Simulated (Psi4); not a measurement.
A dimer, C2H6 ··· CH3F (SMILES CC and CF), singlet; the first 8 atoms form monomer A.

```
13

C      0.7614     0.0514     0.0045
C     -0.7614    -0.0514    -0.0045
H      1.0886     1.0887     0.1002
H      1.1915    -0.3460    -0.9170
H      1.1921    -0.5081     0.8372
H     -1.1921     0.5083    -0.8370
H     -1.1915     0.3457     0.9171
H     -1.0886    -1.0886    -0.1005
C      1.6906    -2.3078     3.2969
F      2.9884    -2.0829     3.7392
H      1.2482    -1.3545     3.0047
H      1.7230    -2.9843     2.4419
H      1.1153    -2.7554     4.1083
```

Problem. What interaction energy does Psi4 1.11 with SAPT0/jun-cc-pVDZ, frozen core give, and which attractive term is the largest?

Solution. Total 0.08 kJ/mol: electrostatics -0.66, exchange 3.75, induction -0.44, dispersion -2.57. The most attractive term is dispersion.
